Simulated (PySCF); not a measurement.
## Dipole response of Ta (tantalum, neutral)

[Xe] 4f14 5d3 6s2, high-spin 4F determinant. All numbers are calculated (PySCF 2.14, scalar relativity through the core potential, in aug-cc-pVTZ-PP with ECP60MDF). Coupled (time-dependent) response in atomic units; α is the mean over directions.

```
method  mean α (bohr³)  C₆ (like pair)  S(−4)
  TPSS           89.85            1188   3242
 TPSSh           90.41            1197   3282
```

S(−4) is the Cauchy moment in α(ω) = α(0) + S(−4) ω² + …

Reference α: 74 ± 20 bohr³ (recommended; Schwerdtfeger and Nagle, table of static dipole polarizabilities (2023 update)). Published C₆: 887.0 (Gould and Bucko (2016)).

Spin-orbit coupling is absent.

α(iu) at TPSSh:

| u (hartree) | α(iu) (bohr³) |
| --- | --- |
| 0 | 90.41 |
| 0.0500 | 83.13 |
| 0.100 | 68.14 |
| 0.200 | 42.49 |
| 0.300 | 28.10 |
| 0.500 | 15.26 |
| 0.750 | 9.087 |
| 1.00 | 6.219 |
| 1.50 | 3.562 |
| 2.00 | 2.337 |
| 3.00 | 1.228 |
| 5.00 | 0.5026 |

Energies and moments cover only the electrons outside the core potential. Spin-orbit coupling, absent here, splits the open shell strongly.
